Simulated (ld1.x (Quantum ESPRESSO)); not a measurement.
Zr, TM: configuration errors across variants

ld1.x (Quantum ESPRESSO) 7.5 input, shortened:

```
&input
   title='Zr', zed=40., rel=1, dft='PBE', iswitch=3,
   config='[Kr] 4d2 5s1 5p0'
 /
 &inputp
   pseudotype=2, tm=.true., lloc=2,
   nlcc=.false.
 /
3
5S  1  0   1.00   0.00  2.20  2.20  0.0
5P  2  1   0.00   0.00  3.00  3.00  0.0
4D  3  2   2.00   0.00  1.80  1.80  0.0
 &test
   configts(1)='4d2 5s1 5p0'
 /
```

All-electron excitation energies from the reference (eV): (1) 4d2 5s2 5p0 -7.137; (2) 4d2 5s0 5p0 12.940; (3) 4d1 5s0 5p0 35.567; (4) 4d2 5s1 5p1 -4.096; (5) 4d2 5s1.5 5p0 -4.257; (6) 4d1 5s2 5p1 -4.134; (7) 4d2 5s0 5p2 -0.923.

1 further variants failed, have other tests or too few solved ones, and are left out.

A true bound ghost makes a file unfit for plane-wave use even where its test errors are small: the radial tests pick states by their node count and pass the ghost by.

Errors AE − PS in meV (a dash: test not solved or not reliable):

```tsv
change	(1)	(2)	(3)	(4)	(5)	(6)	(7)	bound ghosts
base	+38	+142	+306	+8.4	+14	+125	+33	s, p
wave 4d (bound): rc 1.80 bohr becomes 4d (bound): rc 1.48 bohr	+38	+142	+306	+9.1	+14	+126	+33	s, p
core correction a·sin(br)/r model core inside 1.84 bohr	-1.8	-13	-297	-3.2	-0.4	-139	-12	s, p
all radii scaled by about 0.96 (s 2.10, p 2.88, d 1.72 bohr)	+41	+193	+322	+8.5	+15	+154	+79	s, p
wave 5p (bound): rc 3.00 bohr becomes 5p (bound): rc 2.56 bohr	+38	+142	+306	+9.7	+14	+157	+37	s, p
wave 5p (bound): rc 3.00 bohr becomes 5p (bound): rc 2.80 bohr	+38	+142	+306	+8.5	+14	+131	+36	s, p
```

**Question.** Give the same row for: wave 5s (bound): rc 2.20 bohr becomes 5s (bound): rc 1.80 bohr.

**Answer.** +49, +279, +351, +8.1, +18, +203, +151; bound ghosts: s, p.
